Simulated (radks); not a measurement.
Question: The mean radii <r> (bohr) of the occupied orbitals of an atom or ion are listed with their occupations. Calculated with a radial shooting solver on a logarithmic mesh with Libxc functionals: Dirac Kohn-Sham, LDA (Slater exchange, Perdew-Zunger correlation), spin-unpolarised, spherical densities, finite nucleus; Fermi nuclear charge, rms radius of each element as measured or else 0.836 A^(1/3) + 0.57 fm.

orbital      occ.      <r>
1s1/2           2  0.01745
2s1/2           2  0.07301
2p1/2           2  0.06019
2p3/2           4  0.06850
3s1/2           2   0.1901
3p1/2           2   0.1802
3p3/2           4   0.1955
3d3/2           4   0.1705
3d5/2           6   0.1752
4s1/2           2   0.4235
4p1/2           2   0.4268
4p3/2           4   0.4607
4d3/2           4   0.4720
4d5/2           6   0.4833
5s1/2           2   0.9722
4f5/2           6   0.5298
5p1/2     1.66667    1.053
4f7/2           8   0.5374
5p3/2     3.33333    1.148
5d3/2         2.8    1.519
5d5/2         4.2    1.567
6p1/2    0.333333    2.889
6p3/2    0.666667    3.125

Name the element and its charge. Open shells, if any, are shared by 2j + 1.

Answer: Z = 77, iridium, charge +2: Ir2+ in [Kr] 4d10 4f14 5s2 5p5 5d7 6p1. The 1s radius gives Z: for a bare nucleus <r> = (2 gamma + 1)/(2Z) with gamma = sqrt(1 - (Z/c)^2), 0.01724 bohr for Z = 77, and screening makes it slightly larger (0.01745 here). The occupations add up to 75, and the charge is Z minus that.
